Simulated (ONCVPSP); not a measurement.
## Plane-wave convergence, ONCV potential for Os

ONCVPSP 4.0.1 input, shortened (lines: element, Z, core and valence counts, functional; n l f; lmax; l rc ep ncon nbas qcut; lloc lpopt rc5 dvloc0; l nproj debl; icmod fcfact rcfact), PBEsol, scalar-relativistic:

```
  Os 76.00   10    4  -116133      upf
    1    0    2.00
    2    0    2.00
    2    1    6.00
    3    0    2.00
    3    1    6.00
    3    2   10.00
    4    0    2.00
    4    1    6.00
    4    2   10.00
    4    3   14.00
    5    0    2.00
    5    1    6.00
    5    2    6.00
    6    0    2.00
    2
    0    1.65    0.00    4    7    6.10
    1    1.15    0.00    4    9    7.70
    2    2.35    0.00    4    8    6.20
    4    3    1.00    3.00
    0    2    3.00
    1    2    2.00
    2    2    3.70
    3    3.75    1.45
```

For each optimised wave give the share of its norm inside rc, the residual kinetic energy above qcut (Ha) and the cutoffs (Ha) for errors of 10, 1, 0.1 and 0.01 mHa per electron.

| wave | norm inside rc | residual KE | 10 mHa | 1 mHa | 0.1 mHa | 0.01 mHa |
| --- | --- | --- | --- | --- | --- | --- |
| 5s | 0.960 | 2.8e-04 | 11.7 | 16.2 | 36.2 | 49.3 |
| 6s | 0.071 | 3.2e-04 | 8.9 | 16.1 | 29.1 | 57.2 |
| 5p | 0.520 | 2.7e-03 | 24.5 | 50.0 | 190.2 | 218.9 |
| p projector 2 | 0.049 | 5.2e-04 | 15.6 | 27.1 | 72.3 | 247.6 |
| 5d | 0.793 | 2.8e-06 | 11.1 | 14.0 | 16.2 | 18.3 |
| d projector 2 | 0.179 | 5.6e-05 | 13.5 | 16.4 | 19.1 | 34.6 |

The occupied waves need 50 Ha and 190 Ha for 1 and 0.1 mHa.
